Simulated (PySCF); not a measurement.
Molecule: SMILES [SiH3][O][SnH3] (H6OSiSn). Atoms near the plane z = 0.0 Å, at the CAM-B3LYP/def2-SVP optimised geometry (x, y, z in Å): Sn1 (-0.2, -2.2, 0.0), O2 (-0.8, -0.3, 0.0), Si3 (-0.7, 1.1, -0.8), H6 (1.5, -2.2, 0.0), H7 (0.7, 1.6, -1.0), H8 (-1.5, 2.2, -0.1).

Method: CAM-B3LYP/def2-TZVP, def2 effective core potentials past Kr run with PySCF. The core electrons that the potentials of Sn replace are not part of the density. Cells within 0.4 Å of a nucleus heavier than hydrogen are left out (blank, or x). The values are rescaled to run from 0 to 1.

```
|555555555555555555555555555|
|555555555555555555555555555|
|555555555555555555555555555|
|555555555555555555555555555|
|555555555555555555555555555|
|555555555555555555555555555|
|555555555455555555555555555|
|555555554045555555555555555|
|555555554445555555555555555|
|555555555545555555555555555|
|555555555555555555555555555|
|555555555555555555555555555|
|555555555665655555555555555|
|5555555556xx565555555555555|
|5555555556xx365555555555555|
|555555555620655555555555555|
|555555555566555555555555555|
|555555555558996555555555555|
|555555555579099544555555555|
|555555555590xx9740455555555|
|555555555599xx9642455555555|
|555555555569999555555555555|
|555555555556765555555555555|
|555555555555555555555555555|
|555555555555555555555555555|
|555555555555555555555555555|
|555555555555555555555555555|
```
Scale: ten equal steps from 0.000 (start of '0') to 1.00 (end of '9'), in the order '0123456789'; x runs from -4.50 to 4.50, y from -4.50 (bottom) to 4.50 (top).

### Question
Which quantity is mapped?
(A) electron localisation function
(B) deformation density (molecule minus spherical neutral atoms)
(C) Laplacian of the electron density
(D) electrostatic potential

### Answer
C, Laplacian of the electron density. In full: Laplacian of the electron density (e/bohr⁵), clipped to [-1.50, 1.50].
